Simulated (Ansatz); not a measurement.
Molecule: sum formula BNH3, charge 0, multiplicity 2. It need not be the lowest isomer of its formula. 
Structure (B3LYP-D3(BJ)/def2-TZVP (Ansatz, a first-principles code) minimum search):
SMILES: [NH]B
```xyz
5

B     -0.6755     0.1489    -0.0061
N      0.6301    -0.0972     0.0059
H     -1.4467    -0.7808    -0.0183
H     -1.1064     1.2696    -0.0052
H      1.5198    -0.5528     0.0128
```
Charge 0, spin multiplicity 2.

Quantity: vertical electron affinity (to the singlet state of charge -1; a negative value means that the extra electron is unbound and the number depends on the basis; each state is the SCF solution reached for its spin), in eV. Correlated levels leave the core frozen unless marked. UHF or UKS for open shells. No spin-orbit coupling. No relativistic terms. Anions need diffuse functions: aug- sets have them; def2-D sets add few. CBS marks a two-point X^-3 extrapolation of the correlation energy; Hartree-Fock from the larger set.

```csv
level,program,vertical electron affinity (eV)
HF/def2-SVPD,Ansatz,-0.31
HF/aug-cc-pVTZ,Ansatz,-0.31
SVWN5/def2-TZVPD,Ansatz,1.33
PBE/def2-TZVPD,Ansatz,1.11
BHLYP/def2-TZVPD,Ansatz,0.88
SCS-MP2/aug-cc-pVTZ,Ansatz,1.45
SCS-MP2/def2-TZVPPD,Ansatz,1.39
```

### Question
What does CCSD(T)/CBS(def2-TZVPPD,def2-QZVPPD) (Ansatz) give?

### Answer
1.28 eV
